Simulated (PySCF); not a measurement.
# Basis-set dependence of population analyses: (CH3CH2)3CF

Species: (CH3CH2)3CF, C₇H₁₅F.
Geometry (PBE0-D3(BJ)/def2-SVP, Å), atoms numbered from 1 in this order:
```
atom  x, y, z in Å
C1     2.694    0.415    0.784
C2     1.723   -0.176   -0.224
C3     0.282   -0.298    0.267
F4     0.310   -1.128    1.396
C5    -0.572   -1.010   -0.781
C6    -2.007   -1.280   -0.362
C7    -0.316    1.022    0.749
C8    -0.462    2.098   -0.313
H9     2.626   -0.122    1.741
H10    2.496    1.480    0.979
H11    3.730    0.335    0.423
H12    1.728    0.409   -1.158
H13    2.052   -1.192   -0.500
H14   -0.544   -0.424   -1.714
H15   -0.068   -1.964   -1.007
H16   -2.595   -0.354   -0.268
H17   -2.517   -1.917   -1.100
H18   -2.033   -1.798    0.608
H19    0.312    1.386    1.578
H20   -1.294    0.796    1.200
H21   -0.900    3.011    0.117
H22    0.507    2.378   -0.753
H23   -1.120    1.778   -1.136
```

PBE0 throughout (PySCF), one geometry, spherical d and f functions. One conformer (not necessarily the lowest) at the PBE0-D3(BJ)/def2-SVP geometry, without solvent, vibrations or thermal averaging. Atoms taken as equivalent share a column and are averaged.

Mulliken charges (e):

```csv
basis,functions,C1/C6/C8,C2/C5/C7,C3,F4,H9 (×9),H12 (×6)
STO-3G,55,-0.234,-0.153,+0.123,-0.133,+0.078,+0.077
pcSseg-0,102,-0.643,-0.475,+0.156,-0.387,+0.234,+0.246
6-31G,102,-0.507,-0.329,+0.308,-0.366,+0.171,+0.171
6-31G*,142,-0.543,-0.359,+0.431,-0.381,+0.179,+0.174
cc-pVDZ,187,-0.079,-0.040,-0.022,-0.255,+0.048,+0.035
def2-SVP,187,-0.071,-0.048,+0.005,-0.285,+0.046,+0.037
pcSseg-1,211,-0.276,-0.211,-0.014,-0.343,+0.120,+0.123
"6-311+G(2d,p)",306,-0.665,-0.112,+0.380,-0.306,+0.153,+0.146
aug-cc-pVDZ,319,+0.666,+0.465,+0.309,-0.735,-0.143,-0.280
```

IAO charges (e):

```
        basis  functions  C1/C6/C8  C2/C5/C7      C3      F4  H9 (×9)  H12 (×6)
       STO-3G         55    -0.391    -0.268  +0.156  -0.153   +0.132    +0.131
     pcSseg-0        102    -0.424    -0.277  +0.281  -0.322   +0.143    +0.142
        6-31G        102    -0.433    -0.273  +0.298  -0.335   +0.145    +0.141
       6-31G*        142    -0.412    -0.261  +0.320  -0.340   +0.138    +0.133
      cc-pVDZ        187    -0.412    -0.261  +0.321  -0.342   +0.138    +0.134
     def2-SVP        187    -0.402    -0.256  +0.319  -0.344   +0.135    +0.131
     pcSseg-1        211    -0.411    -0.261  +0.317  -0.349   +0.138    +0.134
6-311+G(2d,p)        306    -0.425    -0.267  +0.322  -0.356   +0.142    +0.138
  aug-cc-pVDZ        319    -0.423    -0.266  +0.323  -0.356   +0.142    +0.137
```

Hirshfeld charges (e):

| basis | functions | C1/C6/C8 | C2/C5/C7 | C3 | F4 | H9 (×9) | H12 (×6) |
| --- | --- | --- | --- | --- | --- | --- | --- |
| STO-3G | 55 | -0.042 | -0.024 | +0.104 | -0.105 | +0.014 | +0.012 |
| pcSseg-0 | 102 | -0.103 | -0.063 | +0.123 | -0.121 | +0.035 | +0.031 |
| 6-31G | 102 | -0.101 | -0.063 | +0.116 | -0.133 | +0.035 | +0.033 |
| 6-31G* | 142 | -0.102 | -0.064 | +0.110 | -0.123 | +0.034 | +0.034 |
| cc-pVDZ | 187 | -0.111 | -0.073 | +0.108 | -0.102 | +0.037 | +0.036 |
| def2-SVP | 187 | -0.114 | -0.074 | +0.112 | -0.108 | +0.038 | +0.036 |
| pcSseg-1 | 211 | -0.116 | -0.077 | +0.108 | -0.106 | +0.039 | +0.038 |
| 6-311+G(2d,p) | 306 | -0.116 | -0.081 | +0.093 | -0.112 | +0.040 | +0.041 |
| aug-cc-pVDZ | 319 | -0.123 | -0.084 | +0.097 | -0.107 | +0.042 | +0.042 |

ESP-fitted charges (e):

```tsv
basis	functions	C1/C6/C8	C2/C5/C7	C3	F4	H9 (×9)	H12 (×6)
STO-3G	55	-0.352	+0.013	+0.267	-0.183	+0.094	+0.014
pcSseg-0	102	-0.382	+0.065	+0.438	-0.363	+0.100	-0.004
6-31G	102	-0.317	+0.060	+0.342	-0.340	+0.085	+0.002
6-31G*	142	-0.342	+0.098	+0.230	-0.266	+0.089	-0.005
cc-pVDZ	187	-0.297	+0.118	+0.275	-0.296	+0.074	-0.019
def2-SVP	187	-0.289	+0.111	+0.287	-0.307	+0.073	-0.017
pcSseg-1	211	-0.304	+0.128	+0.283	-0.320	+0.076	-0.020
6-311+G(2d,p)	306	-0.348	+0.140	+0.318	-0.339	+0.086	-0.022
aug-cc-pVDZ	319	-0.331	+0.137	+0.303	-0.330	+0.082	-0.022
```

Some averages cover members that differ in this geometry, most widely: C2/C5/C7, Mulliken in 6-311+G(2d,p) -0.281 to -0.026; C2/C5/C7, Mulliken in aug-cc-pVDZ +0.353 to +0.521; C2/C5/C7, ESP-fitted in 6-311+G(2d,p) +0.069 to +0.231; C2/C5/C7, ESP-fitted in aug-cc-pVDZ +0.066 to +0.228 e.

Which scheme is steadiest as the basis changes?

Largest range over the bases for any column: Hirshfeld 0.08 e, IAO 0.20 e, ESP-fitted 0.21 e, Mulliken 1.33 e. Hirshfeld charges move least and Mulliken charges most, counted in e. Without the minimal STO-3G basis the ranges are Hirshfeld 0.03, IAO 0.04, ESP-fitted 0.21, Mulliken 1.33 e.

How much do the charges still move between the two largest bases, 6-311+G(2d,p) and aug-cc-pVDZ?

At most, over all atoms: Mulliken 1.372 e, IAO 0.002 e, Hirshfeld 0.007 e, ESP-fitted 0.019 e.

What do the same runs give for the total energy, the frontier levels and the dipole moment?

| basis | energy (Eh) | HOMO (eV) | LUMO (eV) | μ (D) |
| --- | --- | --- | --- | --- |
| STO-3G | -370.5164 | -4.65 | 8.28 | 0.97 |
| pcSseg-0 | -374.3540 | -8.60 | 1.82 | 1.86 |
| 6-31G | -375.1111 | -8.39 | 2.28 | 1.84 |
| 6-31G* | -375.1901 | -8.32 | 2.32 | 1.52 |
| cc-pVDZ | -375.2141 | -8.42 | 1.61 | 1.59 |
| def2-SVP | -374.9265 | -8.50 | 1.54 | 1.66 |
| pcSseg-1 | -375.1548 | -8.60 | 1.24 | 1.75 |
| 6-311+G(2d,p) | -375.3082 | -8.60 | 0.21 | 1.77 |
| aug-cc-pVDZ | -375.2402 | -8.56 | -0.11 | 1.74 |

The dipole is fixed by the density alone, so its range of 0.89 D shows that the density itself changes with the basis, not only its division among atoms.
